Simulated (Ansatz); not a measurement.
**A ladder of methods for SnH3 (SMILES [SnH3])**

SnH3: 4 atoms, total charge 0, spin state doublet. SMILES: `[SnH3]`. Geometry: relaxed at PBE0-D4/def2-TZVP.

```jsonl
{"atom": "Sn", "x (Å)": "0.2802", "y (Å)": "-0.2116", "z (Å)": "-0.2717"}
{"atom": "H", "x (Å)": "1.0552", "y (Å)": "0.0110", "z (Å)": "1.2417"}
{"atom": "H", "x (Å)": "-1.1250", "y (Å)": "-1.1722", "z (Å)": "-0.0640"}
{"atom": "H", "x (Å)": "-0.1549", "y (Å)": "1.3125", "z (Å)": "-0.9263"}
```

Each level gives the energy change with the Sn1–H2 bond stretched from 1.715 to 3.430 Å (eV). The values are calculated.

```csv
level,kind,program,value (eV),less FCI/STO-3G,CPU time (all runs)
USVWN5/STO-3G,LDA,Ansatz,4.83,+0.69,4.1 s
UBLYP/STO-3G,GGA,Ansatz,4.36,+0.22,7.2 s
U-r2SCAN/STO-3G,meta-GGA,Ansatz,4.49,+0.35,17 s
UB3LYP/STO-3G,global hybrid,Ansatz,4.42,+0.28,6.9 s
UCAM-B3LYP/STO-3G,range-separated hybrid,Ansatz,4.51,+0.37,12 s
RPA@PBE/STO-3G,RPA,Ansatz,4.17,+0.03,9.3 s
UCCSDT(Q)/STO-3G,coupled cluster or CI,Ansatz,4.14,0.00,3.6 s
FCI/STO-3G,exact in the basis,Ansatz,4.14,0.00,3.2 s
```

FCI/STO-3G is exact within its basis and frozen core, so for wave-function methods in that basis the difference is their error; functionals converge differently with the basis, so for them it is only a difference. All-electron rows without a relativistic Hamiltonian named are non-relativistic. The first shape isn't each level's own minimum. The values span 4.14 to 4.83 eV. Spin contamination of the reference (⟨S²⟩ at least 0.1 too high) touches USVWN5/STO-3G, UBLYP/STO-3G, U-r2SCAN/STO-3G, UB3LYP/STO-3G, UCAM-B3LYP/STO-3G, RPA@PBE/STO-3G, UCCSDT(Q)/STO-3G. All rows use very small basis sets, so even the best lies far from the true value. In the correlated wave-function rows the outer d shell of Sn is correlated, in sets not made for it. Times are those of the runs behind each value, whatever else they computed, on shared processors of several kinds: orders of magnitude only.
